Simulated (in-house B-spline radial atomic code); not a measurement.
LC-wPBE excitations of the carbon ion C²⁺

Method: LC-wPBE. Computed with an all-electron radial atomic-structure program (B-spline basis): linear response of the closed shell [He] 2s2 with the functional's adiabatic kernel; scalar-relativistic (spin-free one-electron X2C), finite nucleus, no spin-orbit coupling, no double excitations, S, P, D and F terms only.

Command:
```bash
python run_td.py task.json out
```
Settings (radii: box in bohr, nucleus in fm):
```
Z                        6
electrons                4
configuration            [He] 2s2
hamiltonian              x2c
method                   lc_wpbe
box_radius               29.48
rms_radius               2.4702
intervals                75
```

Cost of the run: 0.6 s on 1 thread of Arm Neoverse N1, with other jobs on the host.

The lowest states, in the order of their Tamm-Dancoff energies; the method's threshold (minus the highest occupied level) is 45.30 eV. Labels give the largest channel, * marks a mixed state, and oscillator strengths are full-response dipole values. Semilocal kernels can invert the small singlet-triplet splittings of Rydberg terms. Energies in eV:

| state | full response | Tamm-Dancoff | oscillator strength |
| --- | --- | --- | --- |
| 2s → 2p 3P | 4.787 | 5.671 | - |
| 2s → 2p 1P | 11.946 | 12.624 | 0.749 |
| 2s → 3s 3S | ? | ? | - |
| 2s → 3s 1S | 29.172 | 29.195 | - |
| 2s → 3p 3P | ? | ? | - |
| 2s → 3p 1P | 30.60 | 30.61 | 0.207 |
| 2s → 3d 3D | 31.64 | 31.66 | - |
| 2s → 3d 1D | 32.20 | 32.20 | - |
| 2s → 4s 3S | 36.17 | 36.18 | - |
| 2s → 4s 1S | 36.53 | 36.53 | - |

Question: Where does 2s → 3s 3S lie?

Answer: At 28.084 eV in full response, 28.095 eV in Tamm-Dancoff.

Question: Where does 2s → 3p 3P lie?

Answer: At 30.24 eV in full response, 30.25 eV in Tamm-Dancoff.

Question: How large is the singlet-triplet splitting of 2s → 2p (P terms) in Tamm-Dancoff?

Answer: 6.95 eV, from the unrounded values.

Question: What polarisabilities and dispersion coefficient does the method give?

Answer: Dipole 4.254 bohr³, quadrupole 5.249 bohr⁵, C6 6.575 hartree·bohr⁶ for two such species.
